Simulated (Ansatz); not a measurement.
Start from `O[SiH](F)[AlH2]` and change one atom or group to get `O[SiH](F)N[SiH3]`.

Ansatz, PBE0-D4/def2-TZVP geometries, multiplicity 1. Each molecule was computed in one conformer, which needn't be the lowest.

```csv
property,`O[SiH](F)[AlH2]`
size of the dipole moment (B3LYP/def2-TZVPP) / D,1.32
HOMO energy (B3LYP/def2-TZVPP) / eV,-7.39
HOMO energy (PBE/def2-TZVPP) / eV,-6.40
HOMO energy (PBE0/def2-TZVPP) / eV,-7.56
LUMO energy (ωB97M-V/def2-TZVPP) / eV,-0.53
size of the dipole moment (ωB97M-V/def2-TZVPP) / D,1.30
```

Task: What does the change do to each property? (Best estimate.)

Result: Ansatz gave: 
```
                                          property  `O[SiH](F)N[SiH3]`  shift
  size of the dipole moment (B3LYP/def2-TZVPP) / D                2.22   0.90
               HOMO energy (B3LYP/def2-TZVPP) / eV               -7.71  -0.32
                 HOMO energy (PBE/def2-TZVPP) / eV               -6.56  -0.16
                HOMO energy (PBE0/def2-TZVPP) / eV               -7.94  -0.38
             LUMO energy (ωB97M-V/def2-TZVPP) / eV                1.71   2.24
size of the dipole moment (ωB97M-V/def2-TZVPP) / D                2.23   0.93
```

With PBE0 the HOMO falls by 0.38 eV and the LUMO rises by 2.38 eV, so the gap widens by about 2.76 eV. PBE moves the HOMO by -0.16 eV and ωB97M-V by -0.66 eV. Dipoles are sizes alone; their direction can turn.

B3LYP here is the variant with VWN-RPA as its local correlation; programs differ in this.
